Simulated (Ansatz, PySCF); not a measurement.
Process, species as SMILES: F[Se]F [fluoro selenohypofluorite] + H+ → F[SeH+]F
Geometries: B3LYP-D3(BJ)/def2-TZVP minima from Ansatz (a program for electronic structure).

Wanted: proton affinity (enthalpy at 298 K, with B3LYP-D3(BJ) rigid-rotor harmonic-oscillator terms from PySCF), positive where the reaction releases energy, in kJ/mol. Cores are frozen in the correlated levels unless marked. No spin-orbit coupling. The frozen core is the preceding noble-gas configuration, with the filled d and f shells of earlier blocks. No relativistic terms. CBS(X,Y): correlation extrapolated as X^-3; Hartree-Fock from the larger set.

```csv
level,program,proton affinity (kJ/mol)
HF-D4/def2-TZVPD,PySCF + dftd4,?
M06-L-D4/def2-TZVPD,PySCF + dftd4,692.9
M06-L/def2-TZVPD,PySCF,692.9
r2SCAN/def2-TZVPD,Ansatz,668.4
r2SCAN-D3(BJ)/def2-TZVPD,Ansatz + dftd3,668.8
r2SCAN-D4/def2-TZVPD,Ansatz + dftd4,668.5
B3LYP-D4/def2-TZVPD,Ansatz + dftd4,653.9
PBE0-D3(BJ)/def2-TZVPD,Ansatz + dftd3,663.1
PBE0-D4/def2-TZVPD,Ansatz + dftd4,662.2
PW6B95-D4/def2-TZVPD,PySCF + dftd4,?
MN15-D3(BJ)/def2-TZVPD,PySCF + dftd3,?
HSE06-D3(BJ)/def2-TZVPD,Ansatz + dftd3,663.1
CCSD/STO-3G,Ansatz,837.2
"CCSD(T)/CBS(cc-pVTZ,cc-pVQZ)",Ansatz,659.9
```

Q: Fill in the missing entries.

A: 
- HF-D4/def2-TZVPD, proton affinity (kJ/mol): 660.4
- PW6B95-D4/def2-TZVPD, proton affinity (kJ/mol): 657.1
- MN15-D3(BJ)/def2-TZVPD, proton affinity (kJ/mol): 648.0
